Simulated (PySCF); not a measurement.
# [La3]− at several levels of theory

Computed with PySCF 2.14.0 (density fitting, no spin-orbit coupling) at the geometry relaxed with BP86:

```xyz
3
[La3]− (singlet)
La    0.0000    0.0000    2.9900
La    0.0000    0.0000    0.0000
La    0.0000    0.0000   -2.9900
```

```csv
level,basis,state,HOMO (eV),gap (eV),charge on La1 (e),population of f-type functions on La1 (core shells left out),dipole about the centre of mass (D),largest force component (eV/Å)
BP86,La def2-SVP with ECP46,singlet,0.20,0.32,-0.45,0.02,0.00,0.00
CAM-B3LYP,the same,singlet,-0.61,2.67,-0.40,0.03,0.00,0.54
M06-L,the same,singlet,0.38,0.25,-0.11,0.02,0.01,0.07
PBE,the same,singlet,0.30,0.34,-0.46,0.02,0.01,0.01
BP86,La def2-TZVP with ECP46,singlet,0.22,0.32,-0.61,0.02,0.01,0.03
BP86,La x2c-SVPall,singlet,0.18,0.38,-0.48,0.03,0.00,0.26
```

Charges are Mulliken's, which hang on the basis. The relaxation used the grid (50, 194), these runs (75, 302) or, all-electron (x2c bases, spin-free X2C Hamiltonian), (99, 590).

(1) What does TPSS with La def2-SVP with ECP46 give here?

The gap of the closed shell is small, and it wasn't tested for a lower spin-broken solution at this geometry.

Small gap, closed shell not tested for a spin-broken solution: TPSS, M06-L, PBE, BP86 (small-core/TZVP), BP86 (x2c-SVP).

The highest filled level of some runs lies above zero, as often for anions with such functionals and bases.

Answers

(1) state singlet, HOMO (eV) 0.37, gap (eV) 0.34, charge on La1 (e) -0.35, population of f-type functions on La1 (core shells left out) 0.02, dipole about the centre of mass (D) 0.00, largest force component (eV/Å) 0.11. Time: 7.3 s on 2 threads of Arm Neoverse V1 (shared host), from an already converged density.
